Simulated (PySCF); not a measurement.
Al(Me)(OMe)(NH2) (C2H8AlNO), SMILES C[O][Al]([CH3])[NH2]. Atoms are numbered in the order given.

```xyz
13

Al     0.1428     0.2002     0.4248
C      1.3543    -0.2620     1.8848
H      1.0603    -1.2261     2.3498
H      1.3756     0.5070     2.6835
H      2.3911    -0.3909     1.5100
O      0.0030    -0.9060    -0.8852
C     -0.6973    -0.9936    -2.0891
H     -1.3283    -0.0973    -2.3094
H      0.0012    -1.1173    -2.9498
H     -1.3771    -1.8780    -2.0955
N     -0.8135     1.7090     0.3997
H     -0.7876     2.4204     1.1332
H     -1.4626     1.9985    -0.3348
```
Charge 0, spin multiplicity 1.

The structure is a stationary point at PBE-D3(BJ)/def2-SVP. The values are those of a single conformer.

Method: PBE0/pcSseg-1 (PySCF).

GIAO shieldings, no solvent; atoms listed in one row are averaged. δ = σ(ref) − σ: ¹³C against TMS (σ = 186.3 ppm); ¹H against TMS (σ = 31.56 ppm); ¹⁷O against H2O (σ = 334.2 ppm); ¹⁵N against NH3 (σ = 267.4 ppm), references at their B3LYP-D3(BJ)/def2-TZVP geometries, non-relativistic.

```tsv
nucleus	atoms	count	δ (ppm)
¹³C	C7	1	58.1
¹³C	C2	1	-15.2
¹H	H8, H9, H10	3	4.34
¹H	H13	1	1.11
¹H	H12	1	1.01
¹H	H3, H4, H5	3	-0.01
¹⁷O	O6	1	21.4
¹⁵N	N11	1	24.3
```
